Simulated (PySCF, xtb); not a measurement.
Ru(CO)3 (C3O3Ru), SMILES [O+]#[C-]->[Ru](<-[C-]#[O+])<-[C-]#[O+], multiplicity 1.

GFN2-xTB in xtb at its own geometry gives an orbital gap of 1.29 eV and a dipole moment of 2.94 D.

The structure is a stationary point at PBE0-D3(BJ)/def2-SVP. The multiplicity is an assumed one; other spin states were not compared. The def2 effective core potentials stand for the cores of Ru; spin–orbit coupling is left out.

Question: What does PBE/def2-TZVP (PySCF) give? (The exact figures need the calculation; the answer reports its results.)

Answer: gap 1.35 eV (levels -5.44 and -4.09 eV), dipole 2.43 D.
